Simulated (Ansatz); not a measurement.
Basis-set extrapolation for `[CH3][Al]([NH2])[C](=N)F` (PBE0-D4/def2-TZVP geometry, frozen core, Ansatz 0.2.0). Multiplicity 1, RHF reference.

|  | def2-TZVPP | def2-QZVPP |
| --- | --- | --- |
| HF | -529.656229 | -529.676555 |
| MP2 correlation | -1.071007 | -1.152181 |
| CCSD(T) correlation | -1.148970 | not run |

Energies in hartree. Use E(X) = E(∞) + A·exp(−7.88·√X) for Hartree–Fock and E(X) = E(∞) + B·X^(−2.97) for correlation, with X = 3 and 4, and add CCSD(T) minus MP2 of the smaller set to the MP2 limit.

**Question.** What is the CCSD(T) energy at the basis-set limit?

**Answer.** HF limit: -529.676555 + (-0.020326) × 0.13774 = -529.67935. MP2 limit: -1.152181 + (-0.081174) × 0.74074 = -1.21231. Higher-order term: -1.148970 − (-1.071007) = -0.07796. Total: -530.96962 hartree, 4.47 eV below CCSD(T)/def2-TZVPP.
